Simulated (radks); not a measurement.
Problem. Ionisation ladder of palladium, from Pd I to Pd VIII. Each ion is in the ground configuration listed by NIST, and IE = E(next ion) - E(this ion). Calculated with a radial shooting solver on a logarithmic mesh with Libxc functionals: scalar-relativistic Kohn-Sham, PBEsol, spin-polarised, spherical densities, finite nucleus; open shells are filled with parallel spins first (spin-orbit coupling, left out, can overturn this in heavy ions); Fermi nuclear charge, rms radius 4.5318 fm.

species  configuration  IE, Delta-SCF (eV)  -e(HOMO) (eV)     HOMO
Pd I         [Kr] 4d10                   ?          4.051       4d
Pd II         [Kr] 4d9                   ?         14.276  4d down
Pd III        [Kr] 4d8              33.292         26.533  4d down
Pd IV         [Kr] 4d7              47.640         40.275  4d down
Pd V          [Kr] 4d6                   ?         55.192  4d down
Pd VI         [Kr] 4d5              84.595         75.884    4d up
Pd VII        [Kr] 4d4              102.61         93.477    4d up
Pd VIII       [Kr] 4d3                   ?         111.90    4d up

Estimate the withheld Delta-SCF values.

Solution. Pd I: 8.957 eV (NIST 8.337); Pd II: 20.262 eV (NIST 19.4); Pd V: 63.047 eV (NIST 61); Pd VIII: 121.42 eV (NIST 120).
